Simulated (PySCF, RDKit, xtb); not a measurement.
Pair of molecules: AsH3 (SMILES [AsH3]) (first 4 atoms) with HI (SMILES I); geometry from B3LYP-D3(BJ)/def2-TZVP, rigid monomers moved along the line of their centres of mass till As1···H6 is 3.78 Å.
(charge 0, multiplicity 1):
```xyz
6

As     0.03279     0.58395     0.37226
H     -0.77308     1.77910    -0.11563
H     -0.22603    -0.21642    -0.89589
H      1.34540     1.14822    -0.15169
I     -0.49759    -1.48284     5.34268
H     -0.33882    -0.86307     3.84672
```

Interaction energies are E(AB) − E(A) − E(B) at the monomers' geometry in the complex; basis-set methods are counterpoise corrected. Rows marked so take none. RDKit's UFF carries no charges.

Rows in STO-3G carry no dispersion term and start afresh at each structure; the Pople sets are all-electron and without relativity.

Codes used: PySCF for STO-3G rows; RDKit for the force fields; xtb for the GFN methods. 

Task: One of these levels gives -1.36 kcal/mol for the interaction energy. Which?
(A) HF/STO-3G (no counterpoise)
(B) GFN2-xTB
(C) UFF

Result: B, GFN2-xTB. The others give -0.29 (UFF), -0.67 (HF/STO-3G (no counterpoise))
